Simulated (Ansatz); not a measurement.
Coupled-cluster diagnostics for the cluster ZnI₂⁻, Ansatz.

Geometry of the doublet (r2SCAN-D4/def2-TZVPD):

```xyz
3

Zn   -0.039   -1.939   -0.627
I    -1.445    1.213   -0.337
I     1.484    0.727    0.965
```

In the def2 sets I takes a core potential; there is no spin–orbit coupling. Correlated methods freeze 17 core orbitals; core or outer-core shells of I are correlated, in sets that lack core-valence functions. In the doublet, I2 and I3 lie 3.24 Å apart (atoms count from 1), so these atoms are partly bonded to each other. Another isomer (doublet) lies 1.43 eV lower at PBE0-D4/def2-TZVPD; other spin states weren't run for this one.

Q: Estimate the CCSD(T) correlation energy, the shares of MP2 and (T), T1 and the reference's ⟨S²⟩ for: charge -1, doublet, own geometry in def2-SVPD; and the rough time on 4 threads of Arm Neoverse V2 on a shared host.

A: 
| state | basis | correlation (eV) | MP2 share (%) | (T) share (%) | T1 | ⟨S²⟩ (pure) | wall time |
| --- | --- | --- | --- | --- | --- | --- | --- |
| charge -1, doublet, own geometry | def2-SVPD | -15.484 | 96.8 | 2.9 | 0.010 | 0.77 (0.75) | 12 s |
Customary marks for T1 are 0.02 (closed shells), 0.045 (open shells) and about 0.05 (3d metals). T1 stays under 0.02 throughout.
